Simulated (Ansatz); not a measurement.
Cu(AsH3)(OH) (CuAsOH4), relaxed as a singlet with RKS PBE-D4/def2-TZVP in Ansatz, starting from the GFN2-xTB geometry. Force threshold 0.02 eV/Å.

The relaxation made no stability test and no search for a lower SCF solution.

Start:

```xyz
7

Cu    0.679   -0.638   -0.523
As   -0.668    0.839    0.492
H    -0.894    0.835    1.959
H    -2.117    0.967    0.192
H    -0.443    2.302    0.448
O     1.798   -1.686   -1.354
H     1.645   -2.619   -1.213
```

(1) Estimate the energy that the relaxation releases and the steps that it takes.

(2) Does the start keep its bonding?

(3) Predict the relaxed structure.

Results:

(1) 9.4 kJ/mol, in 7 steps; 8 s on 4 threads of Arm Neoverse V2 on a shared host. No frequencies were taken in this run, so the end may be a saddle point.

(2) By distances, no bond broke or formed. The bond that changes most is Cu1–O6, from 1.74 to 1.79 Å (atoms count from 1).

(3) 
```xyz
7

Cu    0.664   -0.623   -0.512
As   -0.685    0.849    0.509
H    -0.881    0.800    2.019
H    -2.163    0.940    0.147
H    -0.387    2.339    0.416
O     1.810   -1.684   -1.388
H     1.643   -2.620   -1.191
```
Bond lengths: 1 × As–Cu 2.24 Å; 1 × Cu–O 1.79 Å; 3 × As–H 1.52 Å; 1 × H–O 0.97 Å.
